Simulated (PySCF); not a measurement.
A PySCF script (with the pyscf-properties extension) for the NMR shieldings of `CB(C)P[SiH2]O`, C$_{2}$H$_{10}$BOPSi, on a GFN2-xTB geometry:

```python
import basis_set_exchange as bse
import numpy as np
from pyscf import gto, dft
from pyscf.prop import nmr

atoms = """
C    -1.627121   -0.276538    0.682479
B    -0.750278    0.151479   -0.558984
C    -1.141303   -0.319862   -2.016285
P     0.721163    1.277490   -0.299820
Si    2.048518    0.023066    0.987233
O     1.748102    0.369564    2.544616
H    -1.534232   -1.351018    0.846046
H    -2.686956   -0.090619    0.510354
H    -1.349678    0.214964    1.613571
H    -1.199804    0.526446   -2.701741
H    -2.088156   -0.853874   -2.065400
H    -0.374084   -0.979242   -2.425476
H     1.383105    1.088081   -1.497409
H     3.416485    0.389948    0.611600
H     1.850651   -1.422847    0.975824
H     1.575988    1.261906    2.835324
"""
names = dict.fromkeys(["C", "B", "P", "Si", "O", "H"], "pcSseg-1")
basis = {el: gto.basis.parse(bse.get_basis(n, elements=[el], fmt="nwchem")) for el, n in names.items()}
mol = gto.M(atom=atoms, basis=basis, charge=0, verbose=0)
mf = dft.RKS(mol, xc="PBE0")
mf.grids.level = 2
mf.grids.alignment = dft.numint.BLKSIZE   # the property module wants whole blocks of grid points
mf.conv_tol = 1e-9
mf.kernel()

calc = nmr.RKS(mf)   # GIAO
C = mf.mo_coeff
Co = C[:, mf.mo_occ > 0]
resp = mf.gen_response(singlet=True, hermi=2)
def vind(x):   # induced exchange potential for any number of trial vectors
    d = np.einsum("pi,xij,qj->xpq", C, 2 * x.reshape(-1, C.shape[1], Co.shape[1]), Co, optimize=True)
    return np.einsum("xpq,pi,qj->xij", resp(d - d.transpose(0, 2, 1)), C, Co, optimize=True).ravel()
mo1, _ = nmr.rhf.solve_mo1(calc, with_cphf=vind)
sigma = calc.kernel(mo1)
for i, s in enumerate(sigma):   # ppm
    print("%2d %-2s %9.2f" % (i, mol.atom_pure_symbol(i), np.trace(s) / 3))
```

Q: What does it print?

A: 
```
 0 C     169.68
 1 B       5.74
 2 C     168.50
 3 P     501.32
 4 Si    370.02
 5 O     309.77
 6 H      30.70
 7 H      30.55
 8 H      30.23
 9 H      30.38
10 H      30.52
11 H      30.71
12 H      29.65
13 H      26.23
14 H      26.45
15 H      30.72
```

These numbers come from an equivalent density-fitted implementation of the same equations, which agrees with the script to about 0.01 ppm for H and up to a few tenths of a ppm for heavy atoms, so last digits may differ.

Size and cost of the density-fitted run: 166 basis functions, 24 s wall time on 1 thread of an AMD EPYC 7R43 64-Core, shared host; peak memory 0.75 GiB.
